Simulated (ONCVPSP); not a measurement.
# Transferability test, ONCV potential for W (Z = 74)

| Quantity | Value |
| --- | --- |
| Element | W (Z = 74) |
| Generator | ONCVPSP 4.0.1 |
| Type | optimised norm-conserving Vanderbilt (ONCV) |
| Functional | LDA (Perdew-Wang 92) |
| Relativity | scalar-relativistic |
| Frozen core | [Kr] 4d10 4f14 |
| Valence charge | 14 |
| Reference configuration | 5s2 5p6 5d4 6s2 |
| Partial waves | 5s+6s: rc 1.85 bohr, ncon 4, nbas 7, qcut 8 1/bohr, 2 projectors; 5p: rc 2.10 bohr, ncon 4, nbas 7, qcut 7.5 1/bohr, 2 projectors, debl 1.3 Ha; 5d: rc 1.95 bohr, ncon 3, nbas 7, qcut 4.7 1/bohr, 2 projectors, debl 0.9 Ha |
| Local potential | polynomial inside 1.45 bohr (lpopt 1, dvloc0 0 Ha) |
| Core correction | Teter function, fcfact 1.75, rcfact 1.25 |

In the p channel the program set the typed energies aside and used -1.594, 0.250 Ha.

Energies are relative to the spin-unpolarised reference configuration 5s2 5p6 5d4 6s2; without spin polarisation the order of configurations can differ from experiment.

```tsv
valence configuration	charge	ΔE all-electron (eV)	error AE − PS (meV)
5s2 5p6 5d4 6s1	+1	9.125	-2.8
5s2 5p6 5d3 6s0	+3	50.849	-15
```

(1) What are ΔE and the potential's error for 5s2 5p6 5d4 6s0?

(2) What are ΔE and the potential's error for 5s2 5p6 5d3 6s2 6p1?

Levels in the configuration 5s2 5p6 5d3 6s2 6p1:

```
level  all-electron (eV)  pseudo (eV)
   5s            -83.238      -83.205
   5p            -47.156      -47.145
   5d             -7.547       -7.543
   6s             -7.596       -7.597
   6p             -2.500       -2.501
```

Results:

(1) ΔE = 25.144 eV all-electron; the error (AE − PS) is -7.0 meV.

(2) ΔE = 4.105 eV all-electron; the error (AE − PS) is +3.0 meV.
